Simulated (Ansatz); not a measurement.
CH$_{6}$S$_{2}$Si$_{2}$ (`C[SiH]1[SiH2]SS1`), relaxed with RKS PBE-D4/def2-SVP in the Gaussian-basis code of Ansatz from a rough embedded geometry. The force threshold is 0.03 eV/Å; the program also tests the step.

Total charge 0; spin multiplicity 1.

Start:

```xyz
11

C    -1.148   -0.583    1.125
Si   -0.628    0.017   -0.478
Si    1.344    1.054   -0.517
S     2.098   -0.910   -0.407
S     0.502   -1.411   -1.632
H    -1.551    0.130    1.768
H    -1.944   -1.377    0.993
H    -0.322   -1.127    1.651
H    -1.766    0.623   -1.309
H     1.743    1.695   -1.848
H     1.670    1.889    0.654
```

```json
{"step": "1", "energy (eV)": "-38530.2647", "largest force (eV/Å)": "2.541", "largest move (Å)": "0.000"}
{"step": "2", "energy (eV)": "-38530.7403", "largest force (eV/Å)": "1.243", "largest move (Å)": "0.195"}
{"step": "3", "energy (eV)": "-38530.7971", "largest force (eV/Å)": "0.234", "largest move (Å)": "0.062"}
{"step": "4", "energy (eV)": "-38530.8024", "largest force (eV/Å)": "0.148", "largest move (Å)": "0.113"}
{"step": "5", "energy (eV)": "-38530.8065", "largest force (eV/Å)": "0.045", "largest move (Å)": "0.018"}
{"step": "6", "energy (eV)": "-38530.8074", "largest force (eV/Å)": "0.013", "largest move (Å)": "0.029"}
```

End:

```xyz
11

C    -1.228   -0.621    1.159
Si   -0.656   -0.008   -0.529
Si    1.400    1.103   -0.502
S     2.246   -0.925   -0.564
S     0.462   -1.540   -1.655
H    -1.682    0.207    1.742
H    -1.982   -1.426    1.042
H    -0.362   -1.023    1.721
H    -1.817    0.488   -1.351
H     1.693    1.887   -1.755
H     1.925    1.859    0.692
```

Run time 8 s (4 threads of an Arm Neoverse V2 on a shared host); peak host memory 0.17 GiB.
